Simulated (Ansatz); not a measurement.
CuO2⁻ (the lowest singlet isomer of a short search) was relaxed with r2SCAN-D4 (def2-TZVPD) in Ansatz in these states: charge -1 quintet, charge -1 triplet. The geometries follow in no particular order.

A:

```csv
atom,x (Å),y (Å),z (Å)
Cu1,0.001,0.001,0.000
O2,-0.517,0.544,-1.505
O3,0.516,-0.545,1.505
```

B:

```xyz
3

Cu   -0.002    0.503    0.517
O     0.475    0.721   -1.202
O    -0.473   -1.224    0.686
```

Task: Judge from the bond lengths which geometry belongs to which state (an estimate).

Result: A is the charge -1 triplet (Cu1–O2 1.681 Å, Cu1–O3 1.681 Å); B is the charge -1 quintet (Cu1–O2 1.797 Å, Cu1–O3 1.797 Å).

At r2SCAN-D4/def2-TZVPD the highest occupied level of the charge -1 quintet lies above zero (up to 1.25 eV). It is a level of α spin, whose loss leaves a quartet; that state wasn't run at this geometry and level. The electron is either unbound and held by the finite basis, or the level is raised by self-interaction error. At PBE0-D4/def2-TZVPD a triplet lies 2.93 eV below the charge -1 quintet. These are the stationary points nearest to one start from a short search; other shapes may lie lower in each state.
